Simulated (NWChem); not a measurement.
# Lowest excitation of H4GeSi

```xyz
6

Ge    -0.0252     0.6717     0.5612
H     -0.2546     1.5714    -0.7604
Si     0.0697    -1.2823    -0.9493
H      0.9680    -1.0813    -2.1471
H     -1.3420    -1.4532    -1.4746
H      0.4584    -2.5802    -0.2880
```
Charge 0, spin multiplicity 1.

The numbers come from NWChem runs, not from measurements. Structure: optimised with PBE/def2-SVP, a minimum by its harmonic frequencies.

Basis set: def2-SVPD.

Costs are rough ratios of processor time within this set of runs, SCF included, with TD-LDA (SVWN5) as 1.

The Hamiltonian is non-relativistic. The correlated methods keep 14 core orbitals frozen. B3LYP has NWChem's definition, with VWN1-RPA local correlation. The structure started from a generated list of species. Coupled-cluster values serve here as a point of comparison, not as the truth.

```json
[
 {"method": "TD-LDA (SVWN5)", "lowest vertical singlet excitation energy (eV)": "[?]", "relative cost": "1"},
 {"method": "TD-PBE", "lowest vertical singlet excitation energy (eV)": "1.95", "relative cost": "under 3"},
 {"method": "CIS", "lowest vertical singlet excitation energy (eV)": "[?]", "relative cost": "under 3"},
 {"method": "TD-B3LYP", "lowest vertical singlet excitation energy (eV)": "1.95", "relative cost": "under 3"},
 {"method": "EOM-CCSD", "lowest vertical singlet excitation energy (eV)": "2.07", "relative cost": "4"}
]
```

Q: Some entries are withheld; supply them.

A: 
- TD-LDA (SVWN5), lowest vertical singlet excitation energy (eV): 1.87
- CIS, lowest vertical singlet excitation energy (eV): 2.13
